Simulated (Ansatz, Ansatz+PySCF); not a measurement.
```
atom   x (Å)   y (Å)   z (Å)
   P  0.0000  0.0000  0.0000
   F  0.0000  0.0000  1.7490
```

Basis set: def2-SVP (spherical functions). Correlated methods keep 6 orbitals frozen. Correlation on ROHF uses semicanonical orbitals with singles. Charge 0, multiplicity 3.

Computed with Ansatz (development build ahead of 0.2.0); each method stands on the lowest determinant of its kind that the runs found.

Problem. Give the atomization energy at this shape (free ground-state atoms in the same class of orbitals less the molecule, no zero-point energy) of triplet PF by ROHF-CCSD(T), ROHF-MP2, UHF-MP2, ROHF, UHF.

Solution.

```csv
method,atomization energy
ROHF-CCSD(T),353.6 kJ/mol
ROHF-MP2,374.7 kJ/mol
UHF-MP2,372.4 kJ/mol
ROHF,200.1 kJ/mol
UHF,206.0 kJ/mol
```

Caution: the shape is not the minimum.
